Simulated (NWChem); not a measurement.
C2H6ClSn cation; SMILES [CH3][Sn+]([CH3])[Cl]

Computed with NWChem. Each level has its own optimisation.

For level B3LYP/3-21G (all-electron, non-relativistic):

r C–Sn (Å): 2.154
r Cl–Sn (Å): 2.382

**Question.** What are these values for level Hartree-Fock/STO-3G (all-electron, non-relativistic)?

**Answer.** The r C–Sn (Å) comes out as 2.088 and the r Cl–Sn (Å) is 2.267.
